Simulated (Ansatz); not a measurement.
Reactions of C₅H₆S (`Cc1ccsc1`).

Isolated molecules relaxed with PBE0-D4/def2-TZVP in Ansatz; ΔE leaves out vibrations. CCSD(T)/CBS adds triple-zeta CCSD(T) − MP2 to the extrapolated MP2 energy (def2 sets, frozen cores). This one scheme is used for every species. Elements past krypton have def2 core potentials. For I outer-core shells are correlated without core-valence functions, which leaves a few kJ/mol of doubt a bond. One conformer a species, not always the lowest.

(1) Order these by ΔE at CCSD(T)/CBS, lowest first. (An estimate is asked.)
A. `Cc1ccsc1` + H₂O → `Oc1ccsc1` + CH₄
B. `Cc1ccsc1` + `N[SiH2][SiH2]N` → `CN[SiH2][SiH2]N` + `c1ccsc1`
C. `Cc1ccsc1` + HI → `Ic1ccsc1` + CH₄
D. `Cc1ccsc1` + `C=C(C)C=O` → `C=C(C)C(C)=O` + `c1ccsc1`

Largest T1 diagnostic: 0.014, for `C=C(C)C=O`.

## Answers

(1) D (-12.2 kJ/mol), C (+2.8 kJ/mol), A (+40.5 kJ/mol), B (+51.2 kJ/mol).
